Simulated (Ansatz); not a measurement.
System: C6H9FSi (charge 0, singlet). 
Structure (B3LYP-D3(BJ)/def2-TZVP (Ansatz, a quantum-chemistry and plane-wave program) minimum search):
```xyz
17

C     -0.4004     2.0901     1.4508
C     -0.7606     1.5742     0.2769
Si     0.0761     0.1098    -0.4985
F      0.3143     0.4534    -2.0585
C      1.7382    -0.2005     0.2675
C      1.9911    -1.2196     1.0869
C     -0.9974    -1.4022    -0.4149
C     -2.0402    -1.5188     0.4054
H     -0.9150     2.9351     1.8963
H      0.4310     1.6857     2.0186
H     -1.6032     2.0242    -0.2443
H      2.5450     0.4975     0.0529
H      2.9652    -1.3727     1.5399
H      1.2286    -1.9488     1.3399
H     -0.7515    -2.2472    -1.0550
H     -2.6441    -2.4191     0.4528
H     -2.3356    -0.7120     1.0680
```
Charge 0, spin multiplicity 1.

Total electronic energies in hartree. Correlated levels leave the core frozen unless marked. No spin-orbit coupling. Non-relativistic. CBS marks a two-point X^-3 extrapolation of the correlation energy; Hartree-Fock from the larger set. The bracket is a focal-point correction in the basis named.

```json
[
 {"level": "HF/cc-pV(D+d)Z", "program": "Ansatz", "energy (Eh)": "-620.86379"},
 {"level": "HF/cc-pV(T+d)Z", "program": "Ansatz", "energy (Eh)": "-620.98242"},
 {"level": "HF/aug-cc-pV(Q+d)Z", "program": "Ansatz", "energy (Eh)": "-621.01105"},
 {"level": "RI-HF/cc-pV(T+d)Z", "program": "Ansatz", "energy (Eh)": "-620.98229"},
 {"level": "PBE-D4/def2-TZVPD", "program": "Ansatz + dftd4", "energy (Eh)": "-622.99112"},
 {"level": "B97M-V/def2-TZVPD", "program": "Ansatz", "energy (Eh)": "-623.44498"},
 {"level": "PBE0/STO-3G", "program": "Ansatz", "energy (Eh)": "-615.23629"},
 {"level": "PBE0/def2-SVP", "program": "Ansatz", "energy (Eh)": "-622.54570"},
 {"level": "PBE0-D4/def2-TZVP", "program": "Ansatz + dftd4", "energy (Eh)": "-623.04583"},
 {"level": "HSE06/def2-TZVPD", "program": "Ansatz", "energy (Eh)": "-623.00826"},
 {"level": "LC-wPBE-D3(BJ)/def2-TZVPD", "program": "Ansatz + dftd3", "energy (Eh)": "-623.24281"},
 {"level": "LC-wPBE/def2-TZVPD", "program": "Ansatz", "energy (Eh)": "-623.22610"},
 {"level": "RI-MP2/aug-cc-pV(T+d)Z", "program": "Ansatz", "energy (Eh)": "-622.34118"},
 {"level": "SCS-MP2/aug-cc-pV(D+d)Z", "program": "Ansatz", "energy (Eh)": "-621.99652"},
 {"level": "RI-MP2/CBS(aug-cc-pV(T+d)Z,aug-cc-pV(Q+d)Z)+[CCSD(T)-MP2]/aug-cc-pV(T+d)Z", "program": "Ansatz", "energy (Eh)": "-622.6244"}
]
```

Totals of different functionals don't rank their quality; only differences between species are comparable.
